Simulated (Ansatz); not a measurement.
Total energies of Zn(OH)2 (ZnO2H2) from Ansatz at PBE0-D4/def2-TZVP, gas phase (1 Eh = 27.2114 eV = 2625.5 kJ/mol). The reference geometry is relaxed at r2SCAN-D4/def2-TZVP.

```xyz
5

Zn    0.0392   -0.1575   -0.0540
O     1.5871   -0.1668    0.7865
H     1.5518    0.1966    1.6772
O    -1.4637   -0.3289   -0.9565
H    -1.7144    0.4566   -1.4533
```

| state | geometry | energy (Eh) |
| --- | --- | --- |
| charge 0 singlet | reference | -1930.73853 |
| charge 1 doublet | reference | -1930.34203 |
| charge 1 doublet | relaxed at r2SCAN-D4/def2-TZVP | -1930.35523 |
| free Zn atom (singlet) | – | -1779.14424 |
| free O atom (triplet) | – | -75.01860 |
| free H atom (doublet) | – | -0.50104 |

Q: Work out the vertical ionisation energy to the doublet.

A: E(charge 1 doublet) − E(charge 0 singlet) = -1930.34203 − (-1930.73853) = 0.39650 Eh = 10.79 eV. For comparison, −ε of the highest occupied level is 8.41 eV at this level, 2.38 eV less.

Q: How much does the charge 1 doublet relax, and what is the adiabatic ionisation energy?

A: Relaxation: -1930.34203 − (-1930.35523) = 0.01320 Eh = 0.36 eV. Adiabatic ionisation energy: 0.38330 Eh = 10.43 eV, without zero-point energy. 

Q: What is the binding energy per atom against free atoms?

A: Atoms: 1 × (-1779.14424) + 2 × (-75.01860) + 2 × (-0.50104) = -1930.18352 Eh. Binding: -1930.18352 − (-1930.73853) = 0.55501 Eh = 15.10 eV, or 3.02 eV for each of 5 atoms (no zero-point energy, no counterpoise term).
